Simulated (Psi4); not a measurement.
ClCrO2 (SMILES [O]=[Cr+](=[O])[Cl]), charge +1, singlet, geometry from GFN2-xTB (such geometries of metal compounds can be far from the true shape) (the multiplicity is a formal guess), with bond 2-1 at 2.0 times its length. Base run: HF/def2-SVP (Psi4).

The Psi4 input:
```
memory 2 GB

molecule {
1 1
  Cr    0.30551309   -0.01734383    0.39439997
  O     2.69243309   -1.35963647   -1.04392879
  O    -0.54284806   -0.99267836    1.24350979
  Cl   -0.88125379    0.81562353   -0.98915073
}

set basis def2-svp

energy('scf')
print_variables()
```

Variants of this job, named by their change:

```csv
change,ΔE vs base (mEh),SCF cycles,basis functions,outcome
base,0.000,49,77,converged
scf_type = disk_df,0.000,49,77,converged
guess = gwh,-,-,77,not converged
scf_initial_accelerator = ediis,0.000,49,77,converged
scf_type = pk,-0.191,49,77,converged
e_convergence = 1e-8,-,-,77,not converged
df_basis_scf = cc-pvtz-jkfit,-,-,77,input refused
scf_type = direct,-0.191,53,77,converged
puream = false,-23.564,68,85,converged
guess = core,2.897,65,77,another SCF solution
guess = sapgau,-,-,77,not converged
ints_tolerance = 1e-8,0.000,49,77,converged
guess = sadno,-0.001,69,77,converged
```

A guess, shift, damping, solver or small numerical setting can't move a converged solution much, so rows marked as another SCF solution ended in a different state.

- df_basis_scf = cc-pvtz-jkfit: ended with `psi4.driver.qcdb.exceptions.BasisSetNotFound: BasisSet::construct: Unable to find a basis set for atom 1 for key JKFIT among:`
